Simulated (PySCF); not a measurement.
PySCF input for F4Hf, SMILES [F][Hf+]([F])([F])[F] (connectivity only; charge and spin as stated), charge +1, multiplicity 2, PBE-D3(BJ)/def2-SVP. Coordinates come from a PBE-D3(BJ)/def2-SVP optimisation. The spin state was assumed, not searched. The def2 effective core potentials stand for the cores of Hf; spin–orbit coupling is left out.

```python
import numpy as np
from pyscf import gto, scf, dft, df
from pyscf.hessian import thermo

mol = gto.M(
    atom='''
    Hf    0.00000000    0.00000000   -0.11810039
    F     1.06371313   -0.00000000    1.61047467
    F     0.00000000   -1.56915072   -1.13807310
    F    -1.06371313   -0.00000000    1.61047467
    F     0.00000000    1.56915072   -1.13807309
    ''',
    basis='def2-SVP',
    ecp={'Hf': 'def2-svp'},
    charge=1,
    spin=1,
    max_memory=1600,
    verbose=3,
)
mf = dft.UKS(mol, xc='pbe').density_fit(auxbasis='def2-universal-jkfit')
mf.disp = 'd3bj'
mf.grids.level = 3
mf.conv_tol = 1e-11
mf.max_cycle = 100
mf.kernel()
fine, coarse = mf.grids, dft.Grids(mol).set(level=1).build(with_non0tab=True)
for _ in range(3):  # follow internal instabilities
    mf.grids = coarse
    mo, _, stable, _ = mf.stability(return_status=True, nroots=4)
    mf.grids = fine
    if stable:
        break
    mf.kernel(mf.make_rdm1(mo, mf.mo_occ))

# [left out here: the lines that compute and print the analytic Hessian (its translational invariance restored by hand, since the grid's response is missing), thermochemistry and intensities]
```

It prints:

```

WARN: HOMO -0.582015221672677 >= LUMO -0.582015221672687


WARN: HOMO -0.446692252309123 >= LUMO -0.44667671006361

converged SCF energy = -446.586615307984  <S^2> = 0.75414162  2S+1 = 2.0041373
<class 'pyscf.df.df_jk.DFUKS'> wavefunction is stable in the internal stability analysis

WARN: DFTD3 does not support analytical Hessian, using finite difference


WARN: Mole.unit (angstrom) is changed to Bohr

Mode                                 0                   1                   2
Irrep
Freq [cm^-1]                       37.8682            118.5164            119.1656
Reduced mass [au]                  23.4625             18.9984             21.9645
Force const [Dyne/A]                0.0198              0.1572              0.1838
Char temp [K]                      54.4839            170.5187            171.4528
Normal mode                   x     y     z       x     y     z       x     y     z
       0  Hf                 0.03  0.00 -0.00   -0.00  0.00  0.00   -0.00  0.03  0.00
       1   F                -0.04 -0.00  0.06    0.00 -0.13 -0.00    0.00 -0.11  0.00
       2   F                -0.13 -0.00  0.00    0.09 -0.00  0.00   -0.00 -0.03  0.10
       3   F                -0.04  0.00 -0.06    0.00  0.13  0.00   -0.00 -0.11  0.00
       4   F                -0.13  0.00  0.00   -0.09 -0.00 -0.00    0.00 -0.03 -0.10
Mode                                 3                   4                   5
Irrep
Freq [cm^-1]                      159.6430            226.7791            413.5212
Reduced mass [au]                  20.0505             20.2394             20.3698
Force const [Dyne/A]                0.3011              0.6133              2.0523
Char temp [K]                     229.6907            326.2847            594.9649
Normal mode                   x     y     z       x     y     z       x     y     z
       0  Hf                 0.00 -0.00  0.02    0.00 -0.00  0.02   -0.02  0.00  0.00
       1   F                -0.01  0.00  0.03    0.13  0.00 -0.09    0.09 -0.00  0.13
       2   F                -0.00  0.10 -0.12   -0.00  0.01 -0.01    0.01 -0.00 -0.00
       3   F                 0.01  0.00  0.03   -0.13  0.00 -0.09    0.09 -0.00 -0.13
       4   F                 0.00 -0.10 -0.12   -0.00 -0.01 -0.01    0.01 -0.00 -0.00
Mode                                 6                   7                   8
Irrep
Freq [cm^-1]                      558.2974            712.8309            716.9977
Reduced mass [au]                  21.0787             20.0904             21.6993
Force const [Dyne/A]                3.8710              6.0147              6.5725
Char temp [K]                     803.2656           1025.6049           1031.6001
Normal mode                   x     y     z       x     y     z       x     y     z
       0  Hf                -0.00 -0.00  0.02   -0.00  0.00 -0.02   -0.00 -0.03 -0.00
       1   F                -0.10 -0.00 -0.12    0.00 -0.00 -0.00    0.00  0.00 -0.00
       2   F                 0.00  0.01  0.00   -0.00  0.13  0.09   -0.00  0.13  0.08
       3   F                 0.10  0.00 -0.12   -0.00 -0.00 -0.00   -0.00  0.00 -0.00
       4   F                 0.00 -0.01  0.00    0.00 -0.13  0.09    0.00  0.13 -0.08
temperature 298.1500 [K]
pressure 101325.00 [Pa]
Rotational constants [GHz] 3.70106 2.61573 2.07317
Symmetry number 2
Zero-point energy (ZPE) 0.00698 [Eh]   18324.514 [J/mol]
                           tot       elec      trans        rot        vib
Entropy [J/mol/K]       367.184      5.763    177.829    107.931     75.661
Cv [J/mol/K]             82.286      0.000     12.472     12.472     57.343
Cp [J/mol/K]             90.600      0.000     20.786     12.472     57.343
Internal energy [J/mol]                      3718.434   3718.434  29089.205
Internal energy [Eh]   -446.57270  -446.58662
Enthalpy [J/mol]                             6197.391   3718.434  29089.205
Enthalpy [Eh]          -446.57176
Gibbs free energy [J/mol]                  -46822.463 -28461.045   6530.765
Gibbs free energy [Eh] -446.61346
mode   freq/cm-1   IR/(km/mol)
   1       37.87        37.037
   2      118.52         0.000
   3      119.17         7.865
   4      159.64         7.441
   5      226.78         4.853
   6      413.52         6.330
   7      558.30        34.167
   8      712.83        36.796
   9      717.00       102.495
max |gradient| / (hartree/bohr): 0.00023989804243156352
APT charges: [ 2.3598 -0.1416 -0.5383 -0.1416 -0.5383]
```

The run converged.

Cost: very roughly 80 core-seconds.
